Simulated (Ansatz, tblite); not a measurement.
Cost and result up the ladder for SnBr₂ (3 atoms). Total charge 0; singlet. Geometry: PBE0-D4/def2-TZVP.

```xyz
3

Sn   -0.117    0.266   -1.050
Br   -1.774    0.326    0.846
Br    1.891   -0.592    0.204
```

Ansatz on 4 threads of Arm Neoverse V2 on a shared host; xTB runs through tblite on one thread. Times are rough, summed over both states, and most runs start from the orbitals of an earlier one. PBE0-D4/def2-TZVP serves as the yardstick here, not as an exact answer. The other state is a doublet.

In the def2 sets Sn takes a core potential; there is no spin–orbit coupling. The xTB rows come from tblite.

Raw xTB energies of ions are shifted by several eV.

| level | functions | vertical IE (eV) | difference from PBE0-D4/def2-TZVP (eV) |
| --- | --- | --- | --- |
| PBE-D4/def2-TZVP | 146 | 9.44 | -0.21 |
| PBE0-D4/def2-TZVP (with forces) | 146 | 9.65 | 0.00 |
| r2SCAN-D4/def2-TZVP | 146 | 9.62 | -0.03 |
| GFN1-xTB | 27 | 14.81 | 5.16 |
| GFN2-xTB | 27 | 14.64 | 4.99 |

(1) Estimate how long each takes.

## Answers

(1) GFN1-xTB 0.005 s; GFN2-xTB 0.007 s; PBE-D4/def2-TZVP 2.9 s; PBE0-D4/def2-TZVP (with forces) 5.6 s; r2SCAN-D4/def2-TZVP 6.2 s. On shared hardware such times vary by a factor of up to 3.
